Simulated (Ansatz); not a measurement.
Diatomic AsS, multiplicity 2 (lowest of 2S+1 = 2, 4 at CCSD(T)/def2-TZVPP on PBE0 minima; our sources give no spin for the ground state, which may be another). No spin–orbit coupling. As is treated without relativity. The T1 diagnostic near the minimum is 0.048, so single-reference values are doubtful.

The constants come from a fifth-degree fit in 1/R (seven points, main isotopes). Runs in def2 and cc sets follow the lowest solution found near the PBE0 minimum.

Codes used: Ansatz (Gaussian basis) for Hartree–Fock, density functionals and correlated methods. Values without a source in brackets are computed.

Task: What bond length and harmonic frequency does SVWN5/def2-TZVPP give?

Result: r_e = 2.016 Å, ω_e = 579 cm⁻¹.

Task: What bond length and harmonic frequency does r2SCAN/def2-TZVPP give?

Result: r_e = 2.019 Å, ω_e = 587 cm⁻¹.

Task: What bond length and harmonic frequency does B97M-V/def2-TZVPP give?

Result: r_e = 2.014 Å, ω_e = 594 cm⁻¹.

Ansatz is a first-principles code.
